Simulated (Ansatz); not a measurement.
A run for Ansatz (an electronic-structure program): U-CCSD(T)/def2-TZVPP on InS, 2S+1 = 2, a spin state set in the input, which need not be the lowest, a point of a bond scan (R = 2.272 Å). Elements past Kr take the def2 small-core potentials; no spin–orbit coupling.

Ansatz 0.2 input:
```yaml
crystal:
  periodic: [false, false, false]
  atoms:
    - {symbol: S, position_ang: [0.00000000, 0.00000000, 0.00000000]}
    - {symbol: In, position_ang: [0.00000000, 0.00000000, 2.27176900]}
basis:
  gaussian:
    orbitals: def2-TZVPP
magnetization: {spin_polarized: true, initial_magnetization: 1}
correlation: {method: ccsd_t, electrons: valence}
output: {orbitals: {seedname: ./end}}
```

Program output:

```
WARN ansatz: RAYON_NUM_THREADS=2 ignored (pool sized by the plan → 2); use --threads N
Functional definition: HF
integrals: 0.14 GiB planned
730 factors; integrals over basis functions are off by at most 8.2e-4 eV
mean field: 0.25 GiB planned
mean field evaluation 1: about -15964.4951 eV, gradient 1.7e1 eV
mean field evaluation 2: about -15964.4984 eV, gradient 1.7e1 eV
mean field evaluation 4: about -15966.7663 eV, gradient 1.9e0 eV
mean field evaluation 8: about -15966.8468 eV, gradient 1.2e-2 eV
mean field evaluation 16: about -15966.7628 eV, gradient 1.9e0 eV
mean field evaluation 32: about -15966.8468 eV, gradient 1.2e-4 eV
mean field evaluation 64: about -15966.8695 eV, gradient 3.2e-3 eV
mean field evaluation 96: about -15966.8745 eV, gradient 2.2e-2 eV
mean field evaluation 128: about -15966.8741 eV, gradient 1.8e-1 eV
mean field evaluation 160: about -15966.6915 eV, gradient 2.6e0 eV
mean field evaluation 192: about -15962.5650 eV, gradient 4.5e0 eV
mean field evaluation 224: about -15966.8374 eV, gradient 3.0e-2 eV
mean field evaluation 256: about -15964.9506 eV, gradient 3.7e0 eV
mean field evaluation 288: about -15963.3783 eV, gradient 5.3e0 eV
mean field evaluation 320: about -15963.7549 eV, gradient 2.6e0 eV
mean field evaluation 352: about -15963.9798 eV, gradient 2.2e-4 eV
mean field evaluation 384: about -15963.7287 eV, gradient 3.5e-2 eV
mean field evaluation 416: about -15966.8695 eV, gradient 5.6e-4 eV
mean field evaluation 448: about -15964.6406 eV, gradient 2.6e-1 eV
mean field evaluation 480: about -15963.9776 eV, gradient 2.3e-1 eV
mean field evaluation 512: about -15963.8824 eV, gradient 2.1e-2 eV
mean field evaluation 544: about -15963.7289 eV, gradient 4.0e-3 eV
mean field evaluation 576: about -15963.3551 eV, gradient 5.3e0 eV
mean field evaluation 608: about -15963.4551 eV, gradient 5.5e0 eV
mean field evaluation 640: about -15962.5157 eV, gradient 1.2e-1 eV
mean field evaluation 672: about -15962.3305 eV, gradient 2.0e0 eV
mean field evaluation 704: about -15966.8455 eV, gradient 1.6e-1 eV
mean field evaluation 736: about -15963.3346 eV, gradient 6.1e0 eV
mean field evaluation 768: about -15963.9180 eV, gradient 1.1e0 eV
mean field evaluation 800: about -15963.0090 eV, gradient 9.2e0 eV
mean field evaluation 832: about -15963.8824 eV, gradient 3.9e-4 eV
mean field evaluation 864: about -15963.7289 eV, gradient 1.5e-3 eV
mean field -15966.87476631 eV, -586.7718249253 hartree, gradient 2.7e-6 eV, S^2 0.836384; 19 other end points of the search recorded, 0 dependent functions left out
determinant -15966.87476631 eV, -586.7718249253 hartree, with singles and doubles -15978.38117606 eV, -587.1946776844 hartree
determinant -15966.86951202 eV, -586.7716318337 hartree, with singles and doubles -15978.36295722 eV, -587.1940081543 hartree
determinant -15966.84683082 eV, -586.7707983150 hartree, with singles and doubles -15978.62617276 eV, -587.2036811471 hartree
determinant -15966.83581574 eV, -586.7703935184 hartree, with singles and doubles -15978.57538916 eV, -587.2018148841 hartree
determinant -15964.64470942 eV, -586.6898718465 hartree, with singles and doubles -15975.29603118 eV, -587.0813007012 hartree
determinant -15963.97975426 eV, -586.6654351951 hartree, with singles and doubles -15975.14595802 eV, -587.0757856145 hartree
determinant -15963.88235545 eV, -586.6618558547 hartree, with singles and doubles -15975.06591166 eV, -587.0728439650 hartree
determinant -15963.72885989 eV, -586.6562149971 hartree, with singles and doubles -15974.91615701 eV, -587.0673405830 hartree
determinant -15962.51637427 eV, -586.6116569721 hartree, with singles and doubles -15973.40512383 eV, -587.0118111380 hartree
determinant -15966.87476631 eV, -586.7718249253 hartree, with singles and doubles -15978.33232899 eV, -587.1928825878 hartree
determinant -15966.86951202 eV, -586.7716318337 hartree, with singles and doubles -15978.33603323 eV, -587.1930187159 hartree
determinant -15966.84683082 eV, -586.7707983150 hartree, with singles and doubles -15978.60290538 eV, -587.2028260867 hartree
determinant -15966.83581574 eV, -586.7703935184 hartree, with singles and doubles -15978.59134590 eV, -587.2024012838 hartree
mean field evaluation 896: about -15966.8468 eV, gradient 2.5e-6 eV
9 core orbitals not correlated
reference -15966.84683082 eV, -586.7707983150 hartree; 10, 9 occupied and 73, 74 virtual orbitals, 730 factors
second order -11.51061907 eV of doubles, -0.00000000 eV of singles
coupled cluster: 0.43 GiB planned
cycle   1  -11.75607760 eV  change   -3.0e-6 eV  update   3.2e-6
perturbative correction -0.51939577 eV, -0.0190874426 hartree
Total energy: -15979.12230419 eV, -587.2219136408 hartree
```

The run converged.

Cost: about 70 core-seconds (a rough figure).
